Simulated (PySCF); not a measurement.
Simulated characterisation data

All values are calculated (PySCF): coordinates at the GFN2-xTB level, J: B3LYP/pcJ-1 (spin–dipole term left out of most H,H and C,H couplings), GIAO PBE0/pcSseg-1 shieldings. Non-relativistic Hamiltonian, no solvent model, averaged over atoms made equivalent by symmetry, fast rotation or ring inversion, one conformer.

Referencing at the same level of theory: TMS for 1H (σref 31.72), 13C (σref 186.93). Multiplet labels drop J under 1 Hz and among equivalent protons, and merge close values. Unscaled 3J(H,H) run several per cent high. Where no couplings were computed, multiplicities follow the n + 1 count of equivalent neighbours, and m marks all less simple cases (inequivalent or close neighbours, rings, F or P nearby). Shifts are as computed. Against solution values, carbons near 30 ppm lie about +3 ppm off and those near 130 ppm about +5 ppm. Of 1211 compounds with measured shifts, 218 miss one by over three times the rms of a fit or turn the order of signals round; such compounds aren't used in these exercises.

Compound 1 (CH₁₁NSi₃). 1H NMR (600 MHz, computed): δ 4.99 (q, 2H), 4.78 (s, 6H), 0.45 (t, 3H). 13C{1H} NMR (computed): δ -3.6 (CH3). Structure: SMILES [SiH3]N([SiH2]C)[SiH3].

Compound 2 (C₄H₇N₃O). 1H NMR (600 MHz, computed): δ 7.06 (s, 1H), 4.10 (s, 3H), 4.07 (s, 3H). 13C{1H} NMR (computed): δ 169.2 (C), 123.3 (CH), 57.8 (CH3), 41.7 (CH3). Structure: `COc1cnn(C)n1`.
